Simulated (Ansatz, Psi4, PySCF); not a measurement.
Noncovalent pair: N2 (SMILES N#N) (first 2 atoms) with C2H6O (SMILES CCO); geometry from B3LYP-D3(BJ)/def2-TZVP, rigid monomers moved along the line of their centres of mass till N2···H11 is 4.28 Å.
(charge 0, multiplicity 1):
```xyz
11

N      1.144     0.987    -0.193
N      0.771     0.246     0.515
C     -1.979     0.061     5.512
C     -0.525    -0.302     5.761
O     -0.173    -1.573     5.226
H     -2.225     1.018     5.978
H     -2.640    -0.704     5.922
H     -2.184     0.149     4.442
H      0.135     0.480     5.362
H     -0.329    -0.373     6.832
H     -0.274    -1.534     4.268
```

Monomers are frozen at their geometry in the pair; levels with a basis set take the counterpoise correction. Rows marked so take none.

Frozen-core correlation. Rows in 6-311+G**, 6-31G*, STO-3G carry no dispersion term and start afresh at each structure (6-31G* with six Cartesian d functions).

The values were computed with Ansatz (a quantum-chemistry and plane-wave program); Psi4 for SAPT; PySCF for 6-311+G** rows, 6-31G* rows, STO-3G rows, the dispersion terms. 

| level | interaction energy (kJ/mol) |
|---|---|
| HF/STO-3G (no counterpoise) | -0.5 |
| PBE-D4/def2-TZVPPD | -0.4 |
| BP86/6-31G* (no counterpoise) | -0.5 |
| B3LYP/6-31G* (no counterpoise) | -0.5 |
| B3LYP/6-311+G** (no counterpoise) | -0.5 |
| B3LYP-D4/def2-TZVPPD | ? |
| PBE0-D4/def2-TZVPPD | -0.4 |
| CCSD(T)/aug-cc-pVDZ | -0.9 |
| SAPT0/jun-cc-pV(D+d)Z | -0.8 |

**Question.** What belongs in the gaps?

**Answer.** 
- B3LYP-D4/def2-TZVPPD, interaction energy (kJ/mol): 0.2
